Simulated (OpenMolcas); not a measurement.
Rh5+ among 6 point charges of -1.5 e arranged as a tetragonal octahedron (D4h). The axial distance is 1.08 times the equatorial one, R.

```
Program             : OpenMolcas 26.06
Method              : SS-CASPT2, IPEA 0.25 Eh, imaginary shift 0.1 Eh (closed shells correlated: 4s 4p)
Basis               : ANO-RCC-VDZP [6s5p3d1f]
Scalar Hamiltonian  : DKH2, point nucleus
Active space        : 4 electrons in 5 orbitals (4d)
State averaging     : 2S+1 = 5 even, 5 roots; 2S+1 = 3 even, 45 roots; 2S+1 = 1 even, 50 roots
Spin-orbit coupling : state interaction with AMFI integrals over the reference wave functions
```

All point charges move together. At R = 2.08 Å the first state of the same spin is 2450 cm-1, and at R = 2.4 Å it is 1560 cm-1.

**Question.** A third run gives 2110 cm-1. What distance was it run at?

**Answer.** With a power law R^-n the two known points give n = -ln(1560 / 2450) / ln(2.4 / 2.08) = 3.15. Then R = 2.08 × (2450 / 2110)^(1/3.15) = 2.181 Å. The run was at 2.18 Å, so the estimate is off by +0.001 Å.

Point charges give a weaker field than real ligands, and real ions of this kind are as a rule low spin; the high spin found here belongs to the model. The ground term spreads over less than 5000 cm-1, several times less than with real ligands, so orbital moments are less quenched and χT lies further from the spin-only value than at real sites. Free-ion shares, where given, are those of the reference states; single-state CASPT2 does not remix them. Spin-orbit coupling mixes the spin-free states strongly: the lowest level takes only 65 % from its leading state, 5B1 (figures for R = 2.18; the like holds for R = 2.4). This is an electrostatic model: the charges have no orbitals. No measured value stands beside these numbers.
